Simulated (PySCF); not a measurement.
# [Y(OH)2]+ at several levels of theory

Computed with PySCF 2.14.0 (density fitting, no spin-orbit coupling) at the geometry relaxed with PBE0:

```xyz
5
[Y(OH)2]+ (singlet)
Y     0.0000    0.0000   -0.6244
O     1.6464   -0.0331    0.4018
H     2.3133   -0.0511    1.0958
O    -1.6464    0.0331    0.4018
H    -2.3133    0.0511    1.0958
```

```csv
level,basis,state,HOMO (eV),gap (eV),charge on Y1 (e),dipole about the centre of mass (D),largest force component (eV/Å)
PBE0,"Y def2-SVP with ECP28, O def2-SVP, H def2-SVP",singlet,-13.71,6.70,1.32,2.87,0.03
CAM-B3LYP,the same,singlet,-15.13,8.80,1.30,2.95,0.17
PBE0,"Y def2-TZVP with ECP28, O def2-TZVP, H def2-TZVP",singlet,-13.81,6.75,1.68,3.05,0.16
```

Charges are Mulliken's, which hang on the basis. The relaxation used the grid (50, 194), these runs (75, 302) or, all-electron (x2c bases, spin-free X2C Hamiltonian), (99, 590).

Q: What does M06-L with Y def2-SVP with ECP28, O def2-SVP, H def2-SVP give here?

A: state singlet, HOMO (eV) -12.25, gap (eV) 5.46, charge on Y1 (e) 1.40, dipole about the centre of mass (D) 2.96, largest force component (eV/Å) 0.45. Time: 2.8 s on 2 threads of Arm Neoverse V1, with other jobs on the host, from an already converged density.

In the first row's basis the gap widens with exact exchange: 5.5 eV for M06-L (none); 6.7 eV for PBE0 (a fixed share); 8.8 eV for CAM-B3LYP (rising or full at long range).
